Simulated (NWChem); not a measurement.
Molecule: SiH$_{4}$SeO; SMILES [SiH3]O[SeH]

```xyz
7

Se    -0.2537     1.0203     0.6160
H     -0.4353     1.4064    -0.8005
O     -0.9712    -0.6370     0.4601
Si     0.0399    -1.9077     0.0159
H      0.5876    -1.6900    -1.3580
H     -0.8209    -3.1233     0.0388
H      1.1746    -2.0558     0.9752
```
Atoms are numbered in this order, from 1.

Level: PBE0/def2-SVP (NWChem), optimised geometry, unscaled harmonic frequencies. This build's default masses of Se (78.918 u) and Br (79.917 u) are each other's, which moves their modes by up to 0.6 %.

Problem. List the harmonic frequencies with IR intensities, and the thermochemistry.

Solution. 
```json
[
 {"frequency (cm⁻¹)": "142", "IR intensity (km/mol)": "2.4"},
 {"frequency (cm⁻¹)": "158", "IR intensity (km/mol)": "1.5"},
 {"frequency (cm⁻¹)": "170", "IR intensity (km/mol)": "6.7"},
 {"frequency (cm⁻¹)": "556", "IR intensity (km/mol)": "6.6"},
 {"frequency (cm⁻¹)": "709", "IR intensity (km/mol)": "44.0"},
 {"frequency (cm⁻¹)": "726", "IR intensity (km/mol)": "59.4"},
 {"frequency (cm⁻¹)": "843", "IR intensity (km/mol)": "112.1"},
 {"frequency (cm⁻¹)": "925", "IR intensity (km/mol)": "133.6"},
 {"frequency (cm⁻¹)": "934", "IR intensity (km/mol)": "71.8"},
 {"frequency (cm⁻¹)": "946", "IR intensity (km/mol)": "136.7"},
 {"frequency (cm⁻¹)": "981", "IR intensity (km/mol)": "210.0"},
 {"frequency (cm⁻¹)": "2230", "IR intensity (km/mol)": "96.8"},
 {"frequency (cm⁻¹)": "2240", "IR intensity (km/mol)": "103.3"},
 {"frequency (cm⁻¹)": "2264", "IR intensity (km/mol)": "119.1"},
 {"frequency (cm⁻¹)": "2402", "IR intensity (km/mol)": "26.9"}
]
```

The zero-point energy is 23.2 kcal/mol, the thermal correction to the enthalpy at 298.15 K (with zero-point energy) is 27.1 kcal/mol and the heat capacity Cv is 16.7 cal/(mol K). The entropy at 298.15 K and 1 atm (symmetry number 1) comes out as 75.2 cal/(mol K). The dipole moment is 1.33 D.

Rigid rotor and harmonic oscillator.
